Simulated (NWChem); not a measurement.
System: AlF$_{2}$, doublet; SMILES [F][Al][F]

NWChem input:

```
start job
memory heap 200 mb stack 900 mb global 1100 mb
geometry units angstroms noautosym nocenter noautoz
  Al     0.000000     0.000000     0.507738
  F     -1.434552     0.000000    -0.331077
  F      1.434552     0.000000    -0.331077
end
basis spherical
  Al library def2-tzvp
  F library def2-tzvp
end
dft
  odft
  mult 2
  xc hfexch
  iterations 150
end
property
  efieldgrad
end
task dft property
```

NWChem printed, in part:

```
             Northwest Computational Chemistry Package (NWChem) 7.3.0
             --------------------------------------------------------

                             Geometry "geometry" -> ""
                             -------------------------

 Output coordinates in angstroms (scale by  1.889725989 to convert to a.u.)

  No.       Tag          Charge          X              Y              Z
 ---- ---------------- ---------- -------------- -------------- --------------
    1 Al                  13.0000     0.00000000     0.00000000     0.50773800
    2 F                    9.0000    -1.43455200     0.00000000    -0.33107700
    3 F                    9.0000     1.43455200     0.00000000    -0.33107700

 Effective nuclear repulsion energy (a.u.)      89.4540924494

  xc_inp: hfexch multiplicative factor not found.
                              NWChem Property Module
                              ----------------------

  itol2e modified to match energy
  convergence criterion.

                                 NWChem DFT Module
                                 -----------------

 Summary of "ao basis" -> "ao basis" (spherical)
 ------------------------------------------------------------------------------
       Tag                 Description            Shells   Functions and Types
 ---------------- ------------------------------  ------  ---------------------
 Al                        def2-tzvp                13       37   5s5p2d1f
 F                         def2-tzvp                11       31   5s3p2d1f

  itol2e modified to match energy
  convergence criterion.

            General Information
            -------------------
          SCF calculation type: DFT
          Wavefunction type:  spin polarized.
          No. of atoms     :     3
          No. of electrons :    31
           Alpha electrons :    16
            Beta electrons :    15
          Charge           :     0
          Spin multiplicity:     2
          Use of symmetry is: off; symmetry adaption is: off
          Maximum number of iterations: 150
          AO basis - number of functions:    99
                     number of shells:    35
          Convergence on energy requested:  1.00D-07
          Convergence on density requested:  1.00D-05
          Convergence on gradient requested:  5.00D-04

              XC Information
              --------------
                     Hartree-Fock (Exact) Exchange  1.000

      Superposition of Atomic Density Guess
      -------------------------------------

 Sum of atomic energies:        -440.71098061

      Non-variational initial energy
      ------------------------------

[...]

          -----------------------
          Electric field gradient
          -----------------------

 1 a.u. = 0.324123 10**(16) esu/cm**3  ( or statvolts/cm**2 ) = 0.97174 10**(22) v/m**2

 ------------------------------------------------------------
   Atom      X         Y         Z
 ------------------------------------------------------------
    1 Al   0.00000   0.00000   0.95949
 ------------------------------------------------------------

 Electric field gradient in molecular frame (a.u.)
         XX             YY             ZZ             XY             XZ             YZ
 ------------------------------------------------------------------------------------------
        0.656201      -1.004780       0.348579       0.000000       0.000000       0.000000

 Principal components (a.u.) and orientation
 of principal axis w.r.t. absolute frame                      Asymmetry parameter eta
 --------------------------------------------------------------------------------------
       -1.004780       0.656201       0.348579                       0.306159

        0.000000       1.000000       0.000000
        1.000000       0.000000       0.000000
        0.000000       0.000000       1.000000

 ------------------------------------------------------------
   Atom      X         Y         Z
 ------------------------------------------------------------
    2 F   -2.71091   0.00000  -0.62564
 ------------------------------------------------------------

 Electric field gradient in molecular frame (a.u.)
         XX             YY             ZZ             XY             XZ             YZ
 ------------------------------------------------------------------------------------------
       -0.336423       0.150400       0.186024       0.000000      -0.428260      -0.000000

 Principal components (a.u.) and orientation
 of principal axis w.r.t. absolute frame                      Asymmetry parameter eta
 --------------------------------------------------------------------------------------
       -0.576841       0.426442       0.150400                       0.478541

        0.871991      -0.489522       0.000000
        0.000000       0.000000       1.000000
        0.489522       0.871991       0.000000

 ------------------------------------------------------------
   Atom      X         Y         Z
 ------------------------------------------------------------
    3 F    2.71091   0.00000  -0.62564
 ------------------------------------------------------------

 Electric field gradient in molecular frame (a.u.)
         XX             YY             ZZ             XY             XZ             YZ
 ------------------------------------------------------------------------------------------
       -0.336423       0.150400       0.186024       0.000000       0.428260      -0.000000

 Principal components (a.u.) and orientation
 of principal axis w.r.t. absolute frame                      Asymmetry parameter eta
 --------------------------------------------------------------------------------------
       -0.576841       0.426442       0.150400                       0.478541

        0.871991       0.489522       0.000000
        0.000000       0.000000       1.000000
       -0.489522       0.871991       0.000000
```

Level: UHF/def2-TZVP. In the optimisation the excess spin sits in a1 (C2v, its own frame). Geometry: optimised at PBE0/def2-SVP, spin-unrestricted. The spin multiplicity was typed, not searched, and may not be the lowest. No stability test was run on the SCF state. NWChem prints the field gradient with the sign opposite to the second derivative of the potential.
